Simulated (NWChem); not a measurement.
System: trisilane (Si₃H₈); SMILES [SiH3][SiH2][SiH3]

Here is an NWChem input.

```
start job
memory heap 200 mb stack 900 mb global 1100 mb
geometry units angstroms noautoz
  Si    -1.924853     0.002075     0.421687
  Si     0.000000     0.000000    -0.931660
  Si     1.924853    -0.002075     0.421687
  H     -3.180281     0.005552    -0.409010
  H     -1.927743    -1.221126     1.299502
  H     -1.923111     1.223054     1.302604
  H      0.001375     1.221092    -1.816256
  H     -0.001375    -1.221092    -1.816256
  H      1.923111    -1.223054     1.302604
  H      1.927743     1.221126     1.299502
  H      3.180281    -0.005552    -0.409010
end
basis spherical
  Si library def2-tzvp
  H library def2-tzvp
end
dft
  xc hfexch
  iterations 150
  mulliken
end
task dft energy
```

NWChem printed, in part:

```
             Northwest Computational Chemistry Package (NWChem) 7.3.0
             --------------------------------------------------------

 C2V symmetry detected

                             Geometry "geometry" -> ""
                             -------------------------

 Output coordinates in angstroms (scale by  1.889725989 to convert to a.u.)

  No.       Tag          Charge          X              Y              Z
 ---- ---------------- ---------- -------------- -------------- --------------
    1 Si                  14.0000    -1.92485412     0.00000000     0.43133348
    2 Si                  14.0000     0.00000000     0.00000000    -0.92201352
    3 Si                  14.0000     1.92485412     0.00000000     0.43133348
    4 H                    1.0000    -3.18028514     0.00000000    -0.39936352
    5 H                    1.0000    -1.92542692    -1.22209179     1.31069948
    6 H                    1.0000    -1.92542692     1.22209179     1.31069948
    7 H                    1.0000     0.00000000     1.22109277    -1.80660952
    8 H                    1.0000     0.00000000    -1.22109277    -1.80660952
    9 H                    1.0000     1.92542692    -1.22209179     1.31069948
   10 H                    1.0000     1.92542692     1.22209179     1.31069948
   11 H                    1.0000     3.18028514     0.00000000    -0.39936352

 Effective nuclear repulsion energy (a.u.)     191.7650143974

      Symmetry information
      --------------------

 Group name             C2v
 Group number             16
 Group order               4
 No. of unique centers     5

  xc_inp: hfexch multiplicative factor not found.

                                 NWChem DFT Module
                                 -----------------

 Summary of "ao basis" -> "ao basis" (spherical)
 ------------------------------------------------------------------------------
       Tag                 Description            Shells   Functions and Types
 ---------------- ------------------------------  ------  ---------------------
 Si                        def2-tzvp                13       37   5s5p2d1f
 H                         def2-tzvp                 4        6   3s1p

      Symmetry analysis of basis
      --------------------------

        a1         57
        a2         23
        b1         46
        b2         33

            General Information
            -------------------
          SCF calculation type: DFT
          Wavefunction type:  closed shell.
          No. of atoms     :    11
          No. of electrons :    50
           Alpha electrons :    25
            Beta electrons :    25
          Charge           :     0
          Spin multiplicity:     1
          Use of symmetry is: on ; symmetry adaption is: on
          Maximum number of iterations: 150
          AO basis - number of functions:   159
                     number of shells:    71
          Convergence on energy requested:  1.00D-06
          Convergence on density requested:  1.00D-05
          Convergence on gradient requested:  5.00D-04

              XC Information
              --------------
                     Hartree-Fock (Exact) Exchange  1.000

      Superposition of Atomic Density Guess
      -------------------------------------

 Sum of atomic energies:        -870.50470510

      Non-variational initial energy
      ------------------------------

 Total energy =    -871.380386
 1-e energy   =   -1587.449718
 2-e energy   =     524.304317
 HOMO         =      -0.303157
 LUMO         =       0.038039

      Symmetry analysis of molecular orbitals - initial
      -------------------------------------------------

  Numbering of irreducible representations:

     1 a1          2 a2          3 b1          4 b2

  Orbital symmetries:

     1 a1          2 b1          3 a1          4 a1          5 b1
     6 a1          7 b2          8 a1          9 b1         10 a1
    11 b1         12 b2         13 a2         14 a1         15 b1
    16 a1         17 b1         18 a1         19 b2         20 a1
    21 b1         22 a2         23 b2         24 a1         25 b1
    26 a1         27 b2         28 a1         29 b1         30 a2
    31 a1         32 a1         33 b1         34 b2         35 b1

     ---------------------------------------------
      Total Density - Mulliken Population Analysis
     ---------------------------------------------

    Atom       Charge   Shell Charges
 -----------   ------   -------------------------------------------------------
    1 Si  14    13.90   2.00  0.59  1.39  0.89  0.51  4.11  1.73  0.51  1.43  0.59  0.06  0.07  0.01
    2 Si  14    13.94   2.00  0.59  1.39  0.90  0.52  4.12  1.73  0.51  1.48  0.57  0.05  0.08  0.01
    3 Si  14    13.90   2.00  0.59  1.39  0.89  0.51  4.11  1.73  0.51  1.43  0.59  0.06  0.07  0.01
    4 H    1     1.04   0.22  0.54  0.26  0.01
    5 H    1     1.03   0.22  0.54  0.27  0.01
    6 H    1     1.03   0.22  0.54  0.27  0.01
    7 H    1     1.03   0.22  0.53  0.27  0.01
    8 H    1     1.03   0.22  0.53  0.27  0.01
    9 H    1     1.03   0.22  0.54  0.27  0.01
   10 H    1     1.03   0.22  0.54  0.27  0.01
   11 H    1     1.04   0.22  0.54  0.26  0.01

   convergence    iter        energy       DeltaE   RMS-Dens  Diis-err
 ---------------- ----- ----------------- --------- --------- ---------
 d= 0,ls=0.0,diis     1   -871.4206308530 -1.06D+03  2.08D-03  1.43D-01
 d= 0,ls=0.0,diis     2   -871.4650870766 -4.45D-02  9.00D-04  1.40D-02
 d= 0,ls=0.0,diis     3   -871.4703809963 -5.29D-03  1.63D-04  1.07D-03
 d= 0,ls=0.0,diis     4   -871.4706648704 -2.84D-04  5.52D-05  4.52D-05
 d= 0,ls=0.0,diis     5   -871.4706849288 -2.01D-05  1.95D-05  2.60D-06
  Resetting Diis
 d= 0,ls=0.0,diis     6   -871.4706862258 -1.30D-06  3.77D-06  7.70D-08
 d= 0,ls=0.0,diis     7   -871.4706862628 -3.70D-08  6.78D-07  5.03D-09

[...]
```

Level: Hartree-Fock/def2-TZVP. Structure relaxed at the PBE-D3(BJ)/def2-SVP level.
